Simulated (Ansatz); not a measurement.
`CCB(N)Cl` → `NBCl` + `C=C` at 600 K and 1 bar (β-hydride elimination).

Program: Ansatz. Geometries: PBE0-D4/def2-TZVP. ΔE: electronic, gas phase. CBS: MP2 limit from def2 TZ/QZ plus the TZ coupled-cluster correction, frozen cores. This one scheme is used for every species. Each species was taken in one conformer, which may not be the lowest.

```tsv
species	CCSD(T)/CBS energy (Eh)	H − E (kJ/mol)	S (J/(mol·K))
`CCB(N)Cl`	-619.70335	320.2	431.5
`NBCl`	-541.16722	143.2	318.2
`C=C`	-78.48111	161.6	257.2
```

H − E and S are ideal-gas, rigid-rotor, harmonic terms from PBE0-D4/def2-TZVP, for one conformer and one mirror image of each species. 1 Eh = 2625.50 kJ/mol, R = 8.31446 J/(mol·K).

Task: By hand: ΔE, ΔH, ΔS and ΔG.

Result: ΔE = (-541.16722) + (-78.48111) − (-619.70335) = 0.05502 Eh = 144.5 kJ/mol. Δ(H − E) = 143.2 + 161.6 − 320.2 = -15.4, so ΔH = 129.1 kJ/mol. ΔS = 318.2 + 257.2 − 431.5 = 143.9 J/(mol·K). ΔG = 129.1 − 600 × (143.9)/1000 = 42.8 kJ/mol.

Task: By hand: the equilibrium constant, and the temperature at which ΔG would vanish if ΔH and ΔS stayed fixed.

Result: log₁₀ K = −ΔG/(RT ln 10) = -3.7. ΔG = 0 at ΔH/ΔS = 897 K.

The number of gas molecules changes by +1, which sets the sign of ΔS. A doubt of 5 kJ/mol in ΔE shifts log₁₀ K by 0.4 here. Other conformers and mirror images would add mixing entropy, several J/(mol·K) or more a flexible species. Modes under 60 cm⁻¹, often nearly free rotors, make the harmonic entropy too high. These are equilibria of isolated gas molecules and say nothing of rates. Largest T1 diagnostic: 0.011 (customary marks: 0.02 for closed shells, 0.045 for open ones).
